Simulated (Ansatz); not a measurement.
Cost and result for the atomization energy of `C[SiH](F)N=C=O` (10 atoms, 9 bonds).

Cartesian coordinates in Å:
```
C -0.263 -0.313 -1.565
Si -0.447 0.548 0.052
F 0.076 2.049 -0.080
N 0.503 -0.233 1.231
C 1.051 -0.461 2.268
O 1.600 -0.721 3.260
H 0.783 -0.323 -1.880
H -0.852 0.188 -2.338
H -0.608 -1.347 -1.488
H -1.842 0.611 0.538
```

The species carries charge 0 and has multiplicity 1. All single points use the PBE0-D4/def2-TZVP geometry. It is one conformer, not always the lowest. Program: Ansatz. All runs use 4 threads of a server CPU on a shared host. Times are those of one run each, without the atoms' runs, and a repeat can differ threefold. Electronic energies, without spin–orbit coupling; frozen cores. CCSD(T)/CBS adds CCSD(T) − MP2 in def2-TZVPP to the MP2 limit, and its time is that of the two runs behind it. T1 = 0.014. B3LYP takes the VWN-RPA correlation (the form of Gaussian; ORCA's B3LYP/G). HSE06 is the plane-wave form, built on full-range PBE exchange.

CCSD(T)/CBS is a level of theory with its own doubt, some kJ/mol a heavy atom from the limit and from the frozen cores, so smaller differences don't rank the functionals.

```
                            level  functions  wall time  atomization (kJ/mol)  difference from CCSD(T)/CBS  per bond
               BLYP-D4/def2-TZVPP        253      2.1 s                4369.9                         45.2       5.0
  PBE-D4/def2-TZVPP (with forces)        253      2.5 s                4465.9                        141.2      15.7
          CAM-B3LYP-D4/def2-TZVPP        253      3.6 s                4358.9                         34.2       3.8
              HSE06-D4/def2-TZVPP        253      3.8 s                4343.0                         18.3       2.0
            r2SCANh-D4/def2-TZVPP        253      5.5 s                4309.9                        -14.8      -1.6
B3LYP-D4/def2-TZVPP (with forces)        253        6 s                4337.5                         12.8       1.4
              PBE-QIDH/def2-TZVPP        253        6 s                4299.0                        -25.7      -2.8
                 CCSD(T)/def2-SVP        108        7 s                4052.5                       -272.2     -30.2
                B97M-V/def2-TZVPP        253       11 s                4352.3                         27.6       3.1
 ωB97M-V/def2-TZVPP (with forces)        253       12 s                4347.5                         22.8       2.5
                   MP2/def2-QZVPP        475       27 s                4416.3                         91.6      10.2
               CCSD(T)/def2-TZVPP        253    3.6 min                4197.4                       -127.3     -14.1
                CCSD(T)/CBS(def2)          –    4.1 min                4324.7                          0.0       0.0
```

From r2SCAN to r2SCAN0 (25 % exact exchange), in def2-TZVPP and without D4, the atomization energy moves by −108.8 kJ/mol: exact exchange takes away binding that semilocal exchange gives to molecules. The D4 term adds +31.9 kJ/mol with B3LYP and +16.8 kJ/mol with PBE0; it sums over pairs of atoms, weighted by their polarisabilities, and B3LYP, whose exchange is more repulsive, gets the larger term. In def2-TZVPP, CCSD(T) changes the Hartree–Fock value by +1123.5 kJ/mol (the triples alone add +83.1 kJ/mol) and MP2 by +1266.0 kJ/mol; breaking electron pairs costs correlation energy, which Hartree–Fock lacks.
